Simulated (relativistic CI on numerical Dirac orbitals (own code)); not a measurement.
**Eu22+: q coefficients and field-shift factors**

These numbers are calculated, not measured: Dirac-Coulomb-Breit CI, KLI orbitals optimised for each configuration, derivatives by finite differences, unscaled Slater integrals, QED left out (own radial code, finite nucleus).

Configurations in the expansion (outside the closed core [Ar] 3d10): 4s2 4p6 4d5, 4s2 4p5 4d6, 4s2 4p4 4d7, 4s 4p6 4d6, 4p6 4d7, 4s2 4p6 4d4 5s, 4s2 4p6 4d4 5p, 4s2 4p6 4d3 5s2. Levels of other configurations are missing.

With x = (α/α₀)² − 1 an excitation energy changes as ω = ω₀ + qx; K = 2q/ω₀ is the relative enhancement. Terms are leading LS components, so labels can repeat. The field-shift factor is F = δν/δ⟨r²⟩ for the transition from the lowest level.

Lowest level 4s2 4p6 4d5 6S_5/2.

| Level | ω₀ (cm⁻¹) | q (cm⁻¹) | K | F (GHz/fm²) |
| --- | --- | --- | --- | --- |
| 4s2 4p6 4d5 2F_5/2 | 43381.1 | 5882 | 0.271 | 0.176 |
| 4s2 4p6 4d5 4D_3/2 | 70618.6 | 23000 | 0.651 | 0.317 |
| 4s2 4p6 4d5 4G_7/2 | 70958.6 | 21770 | 0.614 | 0.494 |
| 4s2 4p6 4d5 4G_11/2 | 77722.4 | 25220 | 0.649 | 0.717 |
| 4s2 4p6 4d5 4D_5/2 | 82506.3 | 39890 | 0.967 | 0.696 |
| 4s2 4p6 4d5 4G_9/2 | 83569.5 | 31030 | 0.743 | 0.746 |
| 4s2 4p6 4d5 4P_1/2 | 85339.2 | 36340 | 0.852 | 0.512 |
| 4s2 4p6 4d5 4F_7/2 | 101880.9 | 34380 | 0.675 | 0.601 |
| 4s2 4p6 4d5 2D_5/2 | 105980.6 | 51870 | 0.979 | 0.918 |
| 4s2 4p6 4d5 4D_7/2 | 117964.4 | 61180 | 1.04 | 0.976 |
| 4s2 4p6 4d5 2D_3/2 | 119728.4 | 46900 | 0.784 | 0.943 |
| 4s2 4p6 4d5 2I_11/2 | 124361.4 | 66750 | 1.07 | 1.48 |
| 4s2 4p6 4d5 4D_1/2 | 124833.3 | 77940 | 1.25 | 1.22 |

At this charge energies of transitions that change n are usually good to better than 1 %, and those within a shell (Δn = 0) to a few per cent. Terms inside the open d or f shell come out 10 to 20 % too wide with unscaled integrals.
